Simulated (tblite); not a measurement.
Species: C5H6O3P (charge -1).
Geometry (GFN2-xTB, Å), atoms numbered from 1 in this order:
```
atom  x, y, z in Å
C1    -2.1353    0.6504    0.2042
P2    -1.2484   -0.9821    0.0384
O3    -1.4328   -1.7826    1.2800
O4    -1.5678   -1.5955   -1.2811
C5     0.4734   -0.3382    0.0051
C6     1.1384    0.4243   -0.9925
C7     2.4143    0.5909   -0.5628
O8     2.6022   -0.0138    0.6322
C9     1.4116   -0.5746    0.9558
H10   -1.9285    1.2943   -0.6462
H11   -1.8517    1.1480    1.1280
H12   -3.2003    0.4232    0.2301
H13    0.7070    0.7820   -1.9063
H14    3.2641    1.0945   -0.9869
H15    1.3493   -1.1127    1.8800
```

Calculated harmonic vibrations of the isolated species, GFN2-xTB (tblite), most abundant isotopes, no scaling. Errors from tens to a few hundred cm⁻¹ against measured bands are possible. One conformer, not necessarily the lowest.

Harmonic wavenumbers (cm⁻¹): 28.9, 94.5, 106.0, 163.9, 252.3, 260.6, 314.6, 357.5, 441.4, 504.2, 587.9, 616.1, 700.5, 736.9, 770.1, 793.8, 801.6, 840.6, 849.9, 925.2, 1019.6, 1051.8, 1093.3, 1144.9, 1177.8, 1202.0, 1241.2, 1298.3, 1359.4, 1459.6, 1470.0, 1471.8, 1572.7, 2991.4, 3010.7, 3018.1, 3121.1, 3168.3, 3177.5.

A = 2934, B = 969.8, C = 891.3 MHz; mass 145.005 u (most abundant isotopes); point group C1, symmetry number 1.

Problem. Zero-point energy?

Solution. Half the sum of the wavenumbers: 22598 cm⁻¹ = 64.61 kcal/mol.

Problem. Give the ideal-gas entropy at 200 K and 1 bar in the rigid-rotor, harmonic-oscillator model (classical rotation).

Solution. Translation 38.87, rotation 28.04, vibration 16.93: S = 83.8 cal/(mol K).

Problem. And Cp and H(200 K) − H(0)?

Solution. Cp = 25.74 cal/(mol K), of which vibrations give 17.79 (their classical limit is 39 R = 77.5); H(200 K) − H(0) = 3.37 kcal/mol without the zero-point energy, 1.78 from vibrations.

Problem. Which modes carry the vibrational entropy at 200 K?

Solution. 28.9 cm⁻¹: 5.11; 94.5 cm⁻¹: 2.79; 106.0 cm⁻¹: 2.57; 163.9 cm⁻¹: 1.77; 252.3 cm⁻¹: 1.05; 260.6 cm⁻¹: 1.01 cal/(mol K); the other 33 give 2.62 together.

Problem. Blend soft modes into free rotors: weight 1/[1 + (100 cm⁻¹/ν̃)⁴] for the oscillator and the rest for a rotor with moment μB/(μ + B), μ = h/(8π²ν), B = 10⁻⁴⁴ kg m². What vibrational entropy results?

Solution. 15.35 cal/(mol K) in place of 16.93, which changes −T·S at 200 K by +0.32 kcal/mol.

Hindered rotation and anharmonicity are outside this model. Other conformers, if any are populated, would add a mixing term that is left out. The structure is chiral; the term R ln 2 for an equal mix with its mirror image is left out.
